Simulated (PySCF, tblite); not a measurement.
Isomers of C2H7F3NSi2 (doublet state). Computed values, GFN2-xTB/tblite, gas phase, harmonic and unscaled. Against measured fundamentals such values can be off by several per cent, at times by over 20. Modes of hydrogen on silicon can be 10 to 20 % off. One conformer each. Open shells enter through the occupations alone, without spin polarisation, and single modes of such species can be off by tens of per cent.

Electronic energies: B3LYP/pcH-1 single points on the GFN2-xTB geometries (PySCF, gas phase).

| SMILES | electronic energy, lowest = 0 (kJ/mol) |
| --- | --- |
| C[Si@@H]([N][SiH3])C(F)(F)F | 27.4 |
| [CH2][Si@H](N[SiH3])C(F)(F)F | 0.0 |
| FC(F)(F)CN[SiH][SiH3] | 42.1 |

Q: How do GFN2-xTB zero-point energies change the relative energies?

A: 
```csv
SMILES,ZPE (kJ/mol),of it from modes above 1550 cm⁻¹,electronic (kJ/mol),"with ZPE, lowest = 0 (kJ/mol)",lowest mode (cm⁻¹),rings
[CH2][Si@H](N[SiH3])C(F)(F)F,218.9,111.9,0.0,0.0,3,0
C[Si@@H]([N][SiH3])C(F)(F)F,221.0,107.3,27.4,29.5,13i,0
FC(F)(F)CN[SiH][SiH3],232.6,108.2,42.1,55.9,34,0
```

The zero-point energies span 13.7 kJ/mol, from `[CH2][Si@H](N[SiH3])C(F)(F)F` to `FC(F)(F)CN[SiH][SiH3]`. Slightly imaginary modes are left out of the zero-point energy: `C[Si@@H]([N][SiH3])C(F)(F)F` 12.7i cm⁻¹. The order is unchanged.

Q: And how do the electronic energies of GFN2-xTB itself compare?

A: `[CH2][Si@H](N[SiH3])C(F)(F)F` 30.1; `C[Si@@H]([N][SiH3])C(F)(F)F` 0.0; `FC(F)(F)CN[SiH][SiH3]` 12.3 kJ/mol, lowest = 0. Against the energies above, taken from the same isomer `[CH2][Si@H](N[SiH3])C(F)(F)F`, the largest difference is 59.9 kJ/mol.
